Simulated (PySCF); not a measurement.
# Electron correlation in Cu (copper, neutral)

[Ar] 3d9 4s1 4p1, one real determinant (an excited configuration). Computed with PySCF 2.14 in aug-cc-pwCVDZ-PP with ECP10MDF (6s6p5d3f, 70 functions), with a scalar-relativistic core potential. Frozen: 3s2 3p6; 11 electrons correlated.

| level | correlation energy (mhartree) |
| --- | --- |
| CCSD | -357.91 |
| (T) | -10.97 |
| CCSD(T) | -368.88 |

Diagnostics: T1 = 0.014, D1 = 0.0409, largest double amplitude 0.027.

The real determinant used has ⟨L²⟩ near 8 against 12 for a pure F term, so it mixes terms.

Cost of the coupled-cluster step: roughly 50 core-seconds, for 11 correlated electrons.

The reference is one real determinant that mixes LS terms of this configuration.
